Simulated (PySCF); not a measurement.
SMILES c1cnccc1Sc1ccccc1, GFN2-xTB optimised geometry.

```
22

C     -0.69    -2.90     0.00
C     -1.39    -1.70     0.01
C     -0.70    -0.49     0.03
C      0.69    -0.50     0.00
S      1.60     1.03     0.06
C      0.87     1.97    -1.24
C      1.02     3.35    -1.22
C      0.48     4.09    -2.26
N     -0.18     3.55    -3.27
C     -0.31     2.24    -3.29
C      0.20     1.39    -2.31
C      1.39    -1.70     0.00
C      0.69    -2.90     0.00
H     -1.23    -3.83    -0.01
H     -2.47    -1.69     0.02
H     -1.24     0.44     0.05
H      1.54     3.83    -0.41
H      0.56     5.17    -2.27
H     -0.84     1.83    -4.14
H      0.07     0.32    -2.39
H      2.47    -1.69     0.00
H      1.23    -3.83    -0.01
```

Density from CAM-B3LYP/def2-SVP run with PySCF at that geometry.

Minimum of the electron density along straight lines between bonded atoms, close to the bond critical point (lines longer than 1.1 times the sum of covalent radii, or with two minima, are not listed):

| bond | length / Å | ρ at the minimum / e bohr⁻³ | ∇²ρ there / e bohr⁻⁵ | position (fraction from the first atom) |
|---|---|---|---|---|
| C1–C2 | 1.386 | 0.314 | -0.82 | 0.50 |
| C2–C3 | 1.383 | 0.315 | -0.82 | 0.50 |
| C3–C4 | 1.388 | 0.313 | -0.81 | 0.49 |
| C4–S5 | 1.783 | 0.195 | -0.39 | 0.47 |
| S5–C6 | 1.768 | 0.200 | -0.42 | 0.52 |
| C6–C7 | 1.392 | 0.310 | -0.79 | 0.51 |
| C7–C8 | 1.384 | 0.317 | -0.83 | 0.50 |
| C8–N9 | 1.323 | 0.353 | -1.07 | 0.35 |
| N9–C10 | 1.322 | 0.354 | -1.06 | 0.65 |
| C6–C11 | 1.390 | 0.310 | -0.79 | 0.51 |
| C10–C11 | 1.385 | 0.316 | -0.82 | 0.50 |
| C4–C12 | 1.387 | 0.314 | -0.81 | 0.51 |
| C1–C13 | 1.385 | 0.315 | -0.82 | 0.50 |
| C12–C13 | 1.384 | 0.315 | -0.82 | 0.50 |
| C1–H14 | 1.080 | 0.284 | -1.10 | 0.64 |
| C2–H15 | 1.080 | 0.284 | -1.10 | 0.64 |
| C3–H16 | 1.080 | 0.285 | -1.11 | 0.64 |
| C7–H17 | 1.078 | 0.284 | -1.10 | 0.64 |
| C8–H18 | 1.082 | 0.288 | -1.14 | 0.64 |
| C10–H19 | 1.082 | 0.288 | -1.14 | 0.64 |
| C11–H20 | 1.079 | 0.285 | -1.11 | 0.64 |
| C12–H21 | 1.079 | 0.285 | -1.11 | 0.64 |
| C13–H22 | 1.080 | 0.284 | -1.10 | 0.64 |
